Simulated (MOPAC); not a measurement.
Job for MOPAC: PM6 on C2H8O3Si (SMILES CC[Si](O)(O)O), a point of a bond scan (R = 2.511 Å).

```
PM6 1SCF PRECISE CHARGE=0 THREADS=1
C2H8O3Si

C     -2.91699272 1     0.09302638 1     0.68256883 1
C     -1.64700594 1    -0.56788313 1     1.23612857 1
Si     0.43088891 1    -0.03629444 1    -0.06986989 1
O      0.73104536 1     1.57673213 1    -0.17645259 1
O      1.64473428 1    -0.84463593 1     0.70054269 1
O      0.32139261 1    -0.45404150 1    -1.65631513 1
H     -2.82706029 1     1.18070828 1     0.67681998 1
H     -3.10918193 1    -0.21832798 1    -0.34564414 1
H     -3.79419917 1    -0.16558924 1     1.27868707 1
H     -1.48466634 1    -0.26908161 1     2.27697412 1
H     -1.76541378 1    -1.65610600 1     1.26379879 1
H      0.85933828 1     2.05601117 1     0.64490708 1
H      2.53245206 1    -0.75301895 1     0.34330061 1
H      0.20477095 1    -1.38469850 1    -1.85898189 1
```

The log:

```
*******************************************************************************
 **                                                                           **
 **                              MOPAC v23.2.5                                **
 **                                                                           **
 *******************************************************************************
 ** MOPAC's Digital Object Identifier: https://doi.org/10.5281/zenodo.6511958 **
 **                                                                           **
 ** Please cite the open-source release paper for use of this MOPAC version:  **
 ** J. E. Moussa and J. J. P. Stewart (2026)                                  **
 ** MOPAC: An open-source semiempirical molecular orbital program             **
 ** J. Open Source Softw., 11(119), 8025, https://doi.org/10.21105/joss.08025 **
 *******************************************************************************

                              PM6 CALCULATION RESULTS

 *******************************************************************************
 *  PM6        - The PM6 Hamiltonian to be used
 *
 *
 *
 *                 CHARGE ON SYSTEM = 0
 *
 *
 *
 *  PRECISE    - TIGHTER CRITERIA TO BE USED
 *  1SCF       - DO 1 SCF AND THEN STOP
 *  THREADS=1  - MULTI-THREADING NOT USED
 *  T=         - A TIME OF 172800.0 SECONDS REQUESTED
 *  DUMP=N     - RESTART FILE WRITTEN EVERY 7200.0 SECONDS REQUESTED
 *******************************************************************************
PM6 1SCF PRECISE CHARGE=0 THREADS=1
 C2H8O3Si

   ATOM   CHEMICAL          X               Y               Z
  NUMBER   SYMBOL      (ANGSTROMS)     (ANGSTROMS)     (ANGSTROMS)

     1       C         -2.91699272  *   0.09302638  *   0.68256883  *
     2       C         -1.64700594  *  -0.56788313  *   1.23612857  *
     3      Si          0.43088891  *  -0.03629444  *  -0.06986989  *
     4       O          0.73104536  *   1.57673213  *  -0.17645259  *
     5       O          1.64473428  *  -0.84463593  *   0.70054269  *
     6       O          0.32139261  *  -0.45404150  *  -1.65631513  *
     7       H         -2.82706029  *   1.18070828  *   0.67681998  *
     8       H         -3.10918193  *  -0.21832798  *  -0.34564414  *
     9       H         -3.79419917  *  -0.16558924  *   1.27868707  *
    10       H         -1.48466634  *  -0.26908161  *   2.27697412  *
    11       H         -1.76541378  *  -1.65610600  *   1.26379879  *
    12       H          0.85933828  *   2.05601117  *   0.64490708  *
    13       H          2.53245206  *  -0.75301895  *   0.34330061  *
    14       H          0.20477095  *  -1.38469850  *  -1.85898189  *



          CARTESIAN COORDINATES

    NO.       ATOM           X           Y           Z

     1         C         -2.9170      0.0930      0.6826
     2         C         -1.6470     -0.5679      1.2361
     3        Si          0.4309     -0.0363     -0.0699
     4         O          0.7310      1.5767     -0.1765
     5         O          1.6447     -0.8446      0.7005
     6         O          0.3214     -0.4540     -1.6563
     7         H         -2.8271      1.1807      0.6768
     8         H         -3.1092     -0.2183     -0.3456
     9         H         -3.7942     -0.1656      1.2787
    10         H         -1.4847     -0.2691      2.2770
    11         H         -1.7654     -1.6561      1.2638
    12         H          0.8593      2.0560      0.6449
    13         H          2.5325     -0.7530      0.3433
    14         H          0.2048     -1.3847     -1.8590

 General Reference for PM6:
 "Optimization of Parameters for Semiempirical Methods V: Modification of NDDO Approximations
 and Application to 70 Elements", J. J. P. Stewart, J. Mol. Mod., 13, 1173-1213 (2007)
 URL: https://link.springer.com/article/10.1007/s00894-007-0233-4

           Empirical Formula: C2 H8 O3 Si  =    14 atoms



      MOLECULAR POINT GROUP   :   Cs


      RHF CALCULATION, NO. OF DOUBLY OCCUPIED LEVELS = 19


 -------------------------------------------------------------------------------
 PM6 1SCF PRECISE CHARGE=0 THREADS=1
 C2H8O3Si



     1SCF WAS SPECIFIED, SO BFGS WAS NOT USED
     SCF FIELD WAS ACHIEVED


                              PM6 CALCULATION
                                                       MOPAC v23.2.5 Linux




          FINAL HEAT OF FORMATION =       -176.13545 KCAL/MOL =    -736.95073 KJ/MOL


          COSMO AREA              =        143.03 SQUARE ANGSTROMS
          COSMO VOLUME            =        133.39 CUBIC ANGSTROMS

          IONIZATION POTENTIAL    =          8.633937 EV
          HOMO LUMO ENERGIES (EV) =         -8.634 -0.165
          NO. OF FILLED LEVELS    =         19
          MOLECULAR WEIGHT        =        108.1689         POINT GROUP:  Cs

          MOLECULAR DIMENSIONS (Angstroms)

            Atom       Atom       Distance
            H    13    H     9     6.42235
            H    14    H    12     4.30525
            H    10    O     6     2.92709


          SCF CALCULATIONS        =          1





   ATOM   CHEMICAL          X               Y               Z
  NUMBER   SYMBOL      (ANGSTROMS)     (ANGSTROMS)     (ANGSTROMS)

     1       C         -2.91699272  *   0.09302638  *   0.68256883  *
     2       C         -1.64700594  *  -0.56788313  *   1.23612857  *
     3      Si          0.43088891  *  -0.03629444  *  -0.06986989  *
     4       O          0.73104536  *   1.57673213  *  -0.17645259  *
     5       O          1.64473428  *  -0.84463593  *   0.70054269  *
     6       O          0.32139261  *  -0.45404150  *  -1.65631513  *
     7       H         -2.82706029  *   1.18070828  *   0.67681998  *
     8       H         -3.10918193  *  -0.21832798  *  -0.34564414  *
     9       H         -3.79419917  *  -0.16558924  *   1.27868707  *
    10       H         -1.48466634  *  -0.26908161  *   2.27697412  *
    11       H         -1.76541378  *  -1.65610600  *   1.26379879  *
    12       H          0.85933828  *   2.05601117  *   0.64490708  *
    13       H          2.53245206  *  -0.75301895  *   0.34330061  *
    14       H          0.20477095  *  -1.38469850  *  -1.85898189  *

                             CARTESIAN COORDINATES

   1    C       -2.916992720     0.093026380     0.682568830
   2    C       -1.647005940    -0.567883130     1.236128570
   3   Si        0.430888910    -0.036294440    -0.069869890
   4    O        0.731045360     1.576732130    -0.176452590
   5    O        1.644734280    -0.844635930     0.700542690
   6    O        0.321392610    -0.454041500    -1.656315130
   7    H       -2.827060290     1.180708280     0.676819980
   8    H       -3.109181930    -0.218327980    -0.345644140
   9    H       -3.794199170    -0.165589240     1.278687070
  10    H       -1.484666340    -0.269081610     2.276974120
  11    H       -1.765413780    -1.656106000     1.263798790
  12    H        0.859338280     2.056011170     0.644907080
  13    H        2.532452060    -0.753018950     0.343300610
  14    H        0.204770950    -1.384698500    -1.858981890


           Empirical Formula: C2 H8 O3 Si  =    14 atoms



      MOLECULAR POINT GROUP   :   Cs


                  EIGENVALUES
 -30.19643 -30.17030 -29.79041 -26.06144 -20.59846 -19.58431 -18.47442 -17.27204
 -14.89925 -14.56215 -14.02253 -13.78377 -13.52422 -13.10699 -12.92163 -12.47043
 -12.29718 -11.54550  -8.63394  -0.16517   0.79738   1.04866   1.69778   1.95911
   2.22358   2.97333   4.17583   4.41899   4.94107   5.45333   5.61041   5.80574
   6.06283   6.20848   6.58376   7.01751   7.20713


              NET ATOMIC CHARGES AND DIPOLE CONTRIBUTIONS

  ATOM NO.   TYPE          CHARGE      No. of ELECS.   s-Pop       p-Pop       d-Pop
    1          C          -0.446044        4.4460     1.07942     3.36662
    2          C          -0.299211        4.2992     1.13153     3.16768
    3         Si           0.499048        3.5010     1.01073     1.22004     1.27018
    4          O          -0.492044        6.4920     1.67996     4.81208
    5          O          -0.492412        6.4924     1.68441     4.80800
    6          O          -0.490930        6.4909     1.68009     4.81084
    7          H           0.144402        0.8556     0.85560
    8          H           0.144786        0.8552     0.85521
    9          H           0.139260        0.8607     0.86074
   10          H           0.118258        0.8817     0.88174
   11          H           0.118436        0.8816     0.88156
   12          H           0.352468        0.6475     0.64753
   13          H           0.351954        0.6480     0.64805
   14          H           0.352030        0.6480     0.64797
 DIPOLE           X         Y         Z       TOTAL
 POINT-CHG.     0.847    -0.800     0.885     1.463
 HYBRID         0.389    -0.040    -0.047     0.394
 SUM            1.237    -0.840     0.838     1.714


          ATOMIC ORBITAL ELECTRON POPULATIONS

     Atom    s        px        py        pz      x^2-y^2     xz        z^2       yz        xy
    1  C   1.07942   1.06671   1.14847   1.15144
    2  C   1.13153   0.99533   1.09176   1.08060
    3 Si   1.01073   0.47523   0.35966   0.38515   0.27239   0.30035   0.24309   0.20725   0.24709
    4  O   1.67996   1.78024   1.52872   1.50312
    5  O   1.68441   1.37447   1.74336   1.69017
    6  O   1.68009   1.78063   1.41157   1.61864
    7  H   0.85560
    8  H   0.85521
    9  H   0.86074
   10  H   0.88174
   11  H   0.88156
   12  H   0.64753
   13  H   0.64805
   14  H   0.64797

 **********************
 *                    *
 * JOB ENDED NORMALLY *
 *                    *
 **********************




 == MOPAC DONE ==
```

The run finished.

Cost: around 0.04 core-seconds (rough).
